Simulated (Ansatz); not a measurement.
Start from `NC1=N[SiH]1[SiH3]` and change one atom or group to get `NC1=N[SiH]1S`.

Ansatz, PBE0-D4/def2-TZVP geometries, multiplicity 1. Each molecule was computed in one conformer, which needn't be the lowest.

```json
{"property": "HOMO–LUMO gap (PBE/def2-TZVPP) / eV", "`NC1=N[SiH]1[SiH3]`": "3.87"}
{"property": "size of the dipole moment (ωB97M-V/def2-TZVPP) / D", "`NC1=N[SiH]1[SiH3]`": "2.89"}
{"property": "HOMO energy (ωB97M-V/def2-TZVPP) / eV", "`NC1=N[SiH]1[SiH3]`": "-8.69"}
{"property": "HOMO–LUMO gap (PBE0/def2-TZVPP) / eV", "`NC1=N[SiH]1[SiH3]`": "5.82"}
{"property": "LUMO energy (ωB97M-V/def2-TZVPP) / eV", "`NC1=N[SiH]1[SiH3]`": "1.07"}
{"property": "LUMO energy (PBE/def2-TZVPP) / eV", "`NC1=N[SiH]1[SiH3]`": "-1.48"}
```

Question: Give the same properties after the change, and the shifts. (An estimate is asked.)

Answer: The calculation gave: 
```csv
property,`NC1=N[SiH]1S`,shift
HOMO–LUMO gap (PBE/def2-TZVPP) / eV,4.39,0.52
size of the dipole moment (ωB97M-V/def2-TZVPP) / D,3.07,0.18
HOMO energy (ωB97M-V/def2-TZVPP) / eV,-8.63,0.06
HOMO–LUMO gap (PBE0/def2-TZVPP) / eV,6.51,0.69
LUMO energy (ωB97M-V/def2-TZVPP) / eV,1.84,0.77
LUMO energy (PBE/def2-TZVPP) / eV,-0.79,0.69
```

With PBE0 the HOMO rises by 0.09 eV and the LUMO rises by 0.79 eV, so the gap widens by about 0.70 eV. PBE moves the HOMO by 0.16 eV and ωB97M-V by 0.06 eV. Dipoles are sizes alone; their direction can turn.
